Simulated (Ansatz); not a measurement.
`C=NC(F)O[SiH3]`, relaxed with RKS PBE0-D4/def2-TZVP in Ansatz 0.2.0 from a PBE-D4/def2-SVP geometry. The force threshold is 0.005 eV/Å; the program also tests the step.

The species carries charge 0 and has multiplicity 1.

Start:

```xyz
12

C     0.042    1.268   -1.617
N     0.367    0.293   -0.862
C    -0.586   -0.759   -0.599
F    -1.879   -0.427   -0.982
O    -0.590   -1.048    0.747
Si    0.555   -0.388    1.832
H     0.776    2.080   -1.786
H    -0.949    1.346   -2.117
H    -0.301   -1.657   -1.200
H     0.130   -0.991    3.138
H     0.479    1.109    1.936
H     1.954   -0.825    1.510
```

(1) By how much does the energy fall, and how many steps does the optimiser take? (Best estimate.)

(2) Which bonds change most? (Best estimate.)

(3) Give the relaxed structure. (Best estimate.)

Results:

(1) The calculation gave: 7.38 kJ/mol, in 14 steps, 3 of them rejected.

(2) Ansatz gave: O5–Si6 from 1.710 to 1.666 Å; C3–H9 from 1.118 to 1.097 Å; C1–H8 from 1.112 to 1.092 Å; Si6–H11 from 1.502 to 1.483 Å.

(3) Computed: 
```xyz
12

C     0.033    1.261   -1.622
N     0.370    0.307   -0.873
C    -0.562   -0.740   -0.591
F    -1.849   -0.427   -0.965
O    -0.569   -1.012    0.747
Si    0.541   -0.398    1.827
H     0.755    2.054   -1.810
H    -0.951    1.337   -2.090
H    -0.284   -1.630   -1.168
H     0.113   -0.999    3.113
H     0.482    1.080    1.929
H     1.920   -0.834    1.503
```
